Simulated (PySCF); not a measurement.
CH5AlO2Se, SMILES C[O][Al]([OH])[SeH]. Heavy atoms are numbered as in [Al:1]([OH:2])([O:4][CH3:5])[SeH:9]. Hydrogens are named by the atom that carries them.

Coordinates come from a r2SCAN-D4/def2-SVP optimisation. One conformer was computed; it need not be the lowest.

The numbers are results of PBE/def2-TZVP in PySCF, not measurements.

ESP charges are fitted to the potential on shells at 1.4 to 2.0 van der Waals radii. Atomic charges (e), one atom of each kind:

| atom | Löwdin | ESP fit |
|---|---|---|
| Al1 | -0.39 | ? |
| O2 (OH) | -0.11 | ? |
| H on O2 | 0.18 | 0.44 |
| O4 | 0.11 | -0.28 |
| C5 (CH3) | -0.38 | -0.21 |
| H on C5 | 0.11 | ? |
| Se9 (SeH) | 0.18 | -0.32 |
| H on Se9 | 0.08 | ? |

What belongs in the gaps? (An estimate is asked for; the answer gives what the named calculation found.)


- Al1, ESP fit: 0.69
- O2 (OH), ESP fit: -0.76
- H on C5, ESP fit: 0.10
- H on Se9, ESP fit: 0.16
